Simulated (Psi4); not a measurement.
C₂H₇BFNS (SMILES CN(C)B(F)S), singlet, at a GFN2-xTB geometry; B3LYP/def2-TZVPPD (Psi4 1.11).

Psi4 was given this input:
```
memory 2 GB

molecule mol {
0 1
  B     0.288346    0.134802   -0.443729
  F     1.124171   -0.322490   -1.384166
  N    -0.154774   -0.764108    0.524353
  C    -1.046302   -0.498793    1.631244
  C     0.270254   -2.153131    0.508001
  H    -1.939657   -1.125128    1.552039
  H    -0.546544   -0.727350    2.577008
  H    -1.353354    0.544483    1.644652
  H     0.793717   -2.394587    1.436796
  H    -0.599831   -2.808453    0.415874
  H     0.936749   -2.328198   -0.330731
  S    -0.134782    1.895646   -0.597878
  H    -0.954130    1.997594    0.440602
}

set basis def2-tzvppd
set reference rks

energy('b3lyp')
print_variables()
```

What the program printed (banner, timings and long lists left out):

```
   => Loading Basis Set <=

    Name: DEF2-TZVPPD
    Role: ORBITAL
    Keyword: BASIS

         ---------------------------------------------------------
                                   SCF
               by Justin Turney, Rob Parrish, Andy Simmonett
                          and Daniel G. A. Smith
                              RKS Reference
         ---------------------------------------------------------

  ==> Geometry <==

    Molecular point group: c1
    Full point group: C1

    Geometry (in Angstrom), charge = 0, multiplicity = 1:

       Center              X                  Y                   Z               Mass
    ------------   -----------------  -----------------  -----------------  -----------------
         B            0.241156220681     0.073637656888    -0.355094567005    11.009305360000
         F            1.076981220681    -0.383654343112    -1.295531567005    18.998403162730
         N           -0.201963779319    -0.825272343112     0.612987432995    14.003074004430
         C           -1.093491779319    -0.559957343112     1.719878432995    12.000000000000
         C            0.223064220681    -2.214295343112     0.596635432995    12.000000000000
         H           -1.986846779319    -1.186292343112     1.640673432995     1.007825032230
         H           -0.593733779319    -0.788514343112     2.665642432995     1.007825032230
         H           -1.400543779319     0.483318656888     1.733286432995     1.007825032230
         H            0.746527220681    -2.455751343112     1.525430432995     1.007825032230
         H           -0.647020779319    -2.869617343112     0.504508432995     1.007825032230
         H            0.889559220681    -2.389362343112    -0.242096567005     1.007825032230
         S           -0.181971779319     1.834481656888    -0.509243567005    31.972071174400
         H           -1.001319779319     1.936429656888     0.529236432995     1.007825032230

  Running in c1 symmetry.

  Rotational constants: A =      0.13831  B =      0.06999  C =      0.04730 [cm^-1]
  Rotational constants: A =   4146.37756  B =   2098.15125  C =   1418.02867 [MHz]
  Nuclear repulsion =  290.898214195231390

  Charge       = 0
  Multiplicity = 1
  Electrons    = 56
  Nalpha       = 28
  Nbeta        = 28

  ==> Algorithm <==

  SCF Algorithm Type is DF.
  DIIS enabled.
  MOM disabled.
  Fractional occupation disabled.
  Guess Type is SAD.
  Energy threshold   = 1.00e-06
  Density threshold  = 1.00e-06
  Integral threshold = 1.00e-12

  ==> Primary Basis <==

  Basis Set: DEF2-TZVPPD
    Blend: DEF2-TZVPPD
    Number of shells: 132
    Number of basis functions: 358
    Number of Cartesian functions: 402
    Spherical Harmonics?: true
    Max angular momentum: 3

  ==> DFT Potential <==

   => LibXC <=

    Version 7.1.2
    S. Lehtola, C. Steigemann, M. J. T. Oliveira, and M. A. L. Marques,  SoftwareX 7, 1–5 (2018) (10.1016/j.softx.2017.11.002)

   => Composite Functional: B3LYP <=

    B3LYP Hyb-GGA Exchange-Correlation Functional

    P. J. Stephens, F. J. Devlin, C. F. Chabalowski, and M. J. Frisch,  J. Phys. Chem. 98, 11623 (1994) (10.1021/j100096a001)

    Deriv               =              1
    GGA                 =           TRUE
    Meta                =          FALSE

    Exchange Hybrid     =           TRUE
    MP2 Hybrid          =          FALSE

   => Exchange Functionals <=

    0.0800   Slater exchange
    0.7200         Becke 88

   => Exact (HF) Exchange <=

    0.2000               HF

   => Correlation Functionals <=

    0.1900   Vosko, Wilk & Nusair (VWN5_RPA)
    0.8100   Lee, Yang & Parr

   => LibXC Density Thresholds  <==

    XC_HYB_GGA_XC_B3LYP:  1.00E-15

   => Molecular Quadrature <=

    Radial Scheme          =       TREUTLER
    Pruning Scheme         =           NONE
    Nuclear Scheme         =       TREUTLER

    Blocking Scheme        =         OCTREE
    BS radius alpha        =              1
    Pruning alpha          =              1
    Radial Points          =             75
    Spherical Points       =            302
    Total Points           =         277849
    Total Blocks           =           2104
    Max Points             =            256
    Max Functions          =            341
    Weights Tolerance      =       1.00E-15

   => Loading Basis Set <=

    Name: (DEF2-TZVPPD AUX)
    Role: JKFIT
    Keyword: DF_BASIS_SCF

  ==> Integral Setup <==

  SCF_SUBTYPE=INCORE selected. In-core MEM_DF algorithm will be used.
  Using in-core AOs.

  ==> MemDFJK: Density-Fitted J/K Matrices <==

    J tasked:                   Yes
    K tasked:                   Yes
    wK tasked:                   No
    Algorithm:                 Core
    Schwarz Cutoff:           1E-12
    Mask sparsity (%):       4.9203
    Fitting Condition:        1E-10

   => Auxiliary Basis Set <=

  Basis Set: (DEF2-TZVPPD AUX)
    Blend: DEF2-UNIVERSAL-JKFIT
    Number of shells: 205
    Number of basis functions: 633
    Number of Cartesian functions: 748
    Spherical Harmonics?: true
    Max angular momentum: 4

  Minimum eigenvalue in the overlap matrix is 4.4107533768E-06.
  Reciprocal condition number of the overlap matrix is 2.8724451259E-07.
    Using symmetric orthogonalization.

  ==> Pre-Iterations <==

  SCF Guess: Superposition of Atomic Densities via on-the-fly atomic UHF (no occupation information).

   -------------------------
    Irrep   Nso     Nmo
   -------------------------
     A        358     358
   -------------------------
    Total     358     358
   -------------------------

  ==> Iterations <==

                           Total Energy        Delta E     RMS |[F,P]|

   @DF-RKS iter SAD:  -657.74636951050593   -6.57746e+02   0.00000e+00
   @DF-RKS iter   1:  -657.81555080808516   -6.91813e-02   3.01561e-03 DIIS/ADIIS
   @DF-RKS iter   2:  -657.11853905645830    6.97012e-01   4.33897e-03 DIIS/ADIIS
   @DF-RKS iter   3:  -658.29295391911717   -1.17441e+00   8.71096e-04 DIIS/ADIIS
   @DF-RKS iter   4:  -658.32908429421286   -3.61304e-02   2.92893e-04 DIIS/ADIIS
   @DF-RKS iter   5:  -658.33268586855547   -3.60157e-03   1.00138e-04 DIIS/ADIIS
   @DF-RKS iter   6:  -658.33306915905678   -3.83291e-04   2.65871e-05 DIIS
   @DF-RKS iter   7:  -658.33310136538194   -3.22063e-05   6.14037e-06 DIIS
   @DF-RKS iter   8:  -658.33310307870852   -1.71333e-06   1.26976e-06 DIIS
   @DF-RKS iter   9:  -658.33310317760572   -9.88972e-08   2.98077e-07 DIIS
  Energy and wave function converged.

  ==> Post-Iterations <==

   Electrons on quadrature grid:
      Ntotal   =   55.9999835980 ; deviation = -1.640e-05

    Orbital Energies [Eh]
    ---------------------

    Doubly Occupied:

[...]
      28A     -0.248152

    Virtual:

[...]
    Final Occupation by Irrep:
              A
    DOCC [    28 ]
    NA   [    28 ]
    NB   [    28 ]

  @DF-RKS Final Energy:  -658.33310317760572

   => Energetics <=

    Nuclear Repulsion Energy =            290.8982141952313896
    One-Electron Energy =               -1482.6726924712218079
    Two-Electron Energy =                 582.5155814034563946
    DFT Exchange-Correlation Energy =     -49.0742063050715771
    Empirical Dispersion Energy =           0.0000000000000000
    VV10 Nonlocal Energy =                  0.0000000000000000
    Total Energy =                       -658.3331031776057216

Computation Completed

Properties will be evaluated at   0.000000,   0.000000,   0.000000 [a0]

Properties computed using the SCF density matrix

 Multipole Moments:

 ------------------------------------------------------------------------------------
     Multipole            Electronic (a.u.)      Nuclear  (a.u.)        Total (a.u.)
 ------------------------------------------------------------------------------------

 L = 1.  Multiply by 2.5417464519 to convert [e a0] to [Debye]
 Dipole X            :          4.4591547           -4.9938406           -0.5346859
 Dipole Y            :          5.8834240           -6.4727017           -0.5892777
 Dipole Z            :         -8.4200567            9.3796977            0.9596410
 Magnitude           :                                                    1.2466147

 ------------------------------------------------------------------------------------

  Variable Map:
  ----------------------------------------------------------------------------
[...]
  Array Variable Map:
  ----------------------------------------------------------------------------
[...]
[...]
```
